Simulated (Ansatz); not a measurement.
`[I][GeH]([I])[I]` + H₂ → `[I][GeH2][I]` + HI at 400 K and 1 bar (hydrogenolysis of a Ge–I bond).

Program: Ansatz. Geometries: PBE0-D4/def2-TZVP. ΔE: electronic, gas phase. CCSD(T)/CBS is the MP2 limit (def2-TZVPP, def2-QZVPP) plus CCSD(T) − MP2 in def2-TZVPP, frozen cores. This one scheme is used for every species. Elements past krypton have def2 core potentials. For Ge, I outer-core shells are correlated without core-valence functions, which leaves a few kJ/mol of doubt a bond. Scalar relativity is left out up to krypton.

```csv
species,CCSD(T)/CBS energy (Eh),H − E (kJ/mol),S (J/(mol·K))
`[I][GeH]([I])[I]`,-2969.15097,56.5,416.8
H₂,-1.17544,38.0,139.0
`[I][GeH2][I]`,-2672.26499,69.0,363.2
HI,-298.03592,25.7,215.0
```

H − E and S are ideal-gas, rigid-rotor, harmonic terms from PBE0-D4/def2-TZVP. For small species the MP2-based limit differs from directly extrapolated CCSD(T) by up to some mEh (0.8 for H₂); such offsets cancel only in part. 1 Eh = 2625.50 kJ/mol, R = 8.31446 J/(mol·K).

Task: By hand: ΔE, ΔH, ΔS and ΔG.

Result: ΔE = (-2672.26499) + (-298.03592) − (-2969.15097) − (-1.17544) = 0.02550 Eh = 67.0 kJ/mol. Δ(H − E) = 69.0 + 25.7 − 56.5 − 38.0 = 0.2, so ΔH = 67.2 kJ/mol. ΔS = 363.2 + 215.0 − 416.8 − 139.0 = 22.4 J/(mol·K). ΔG = 67.2 − 400 × (22.4)/1000 = 58.2 kJ/mol.

Task: By hand: the equilibrium constant, and the temperature at which ΔG would vanish if ΔH and ΔS stayed fixed.

Result: log₁₀ K = −ΔG/(RT ln 10) = -7.6. ΔG = 0 at ΔH/ΔS = 3000 K, far beyond where these terms or the molecules hold.

ΔH outweighs TΔS. A doubt of 5 kJ/mol in ΔE shifts log₁₀ K by 0.7 here. These are equilibria of isolated gas molecules and say nothing of rates. Largest T1 diagnostic: 0.009 (customary marks: 0.02 for closed shells, 0.045 for open ones).
